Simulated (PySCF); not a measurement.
A compound of formula C2H14O15Si10 has these computed shifts in ppm, with the number of atoms in brackets (GIAO KT3/pcSseg-1, gas phase, PySCF SCF with an in-house response code, fitting set def2-universal-JFIT, grid level 2, non-relativistic, on the GFN2-xTB geometry; 13C, 1H, 29Si against isolated TMS; 17O against isolated H2O).

1H: 4.31 (2), 4.29 (2), 4.26 (2), 4.25 (1), 4.18 (1), 0.19 (6)
13C: -1.8 (2)
17O: 117.7 (2), 116.8 (2), 116.6 (1), 116.6 (2), 116.4 (2), 116.3 (2), 116.1 (2), 116.0 (1), 114.5 (1)
29Si: -73.0 (2), -93.7 (1), -94.1 (2), -94.9 (2), -95.2 (2), -95.6 (1)

Which structure gave them?

C[Si@]12O[Si@@H]3O[Si@H]4O[Si@H]5O[Si@@H](O3)O[Si@@H]3O[Si@H](O5)O[Si@H](O[Si@H](O4)O1)O[Si@@](C)(O3)O2. Other isomers were not compared.
